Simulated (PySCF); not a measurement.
Vertical excitations of a molecule C2H6BFO2 from TDA-CAM-B3LYP/def2-SVPD (PySCF), as energy in eV (oscillator strength): 8.02 (0.013), 8.19 (0.014), 8.68 (0.007), 8.81 (0.007), 9.00 (0.002), 9.01 (0.006), 9.05 (0.134), 9.16 (0.015), 9.22 (0.083), 9.34 (0.012). Lowest triplet (TDA): 7.75 eV. Coordinates come from a r2SCAN-D4/def2-SVP optimisation. One conformer was computed; it need not be the lowest.

Question: Which structure fits?
(A) OCCB(O)F
(B) C[C@@H](O)B(O)F
(C) C[C@@H](F)B(O)O
(D) COB(O)CF

Answer: D, COB(O)CF
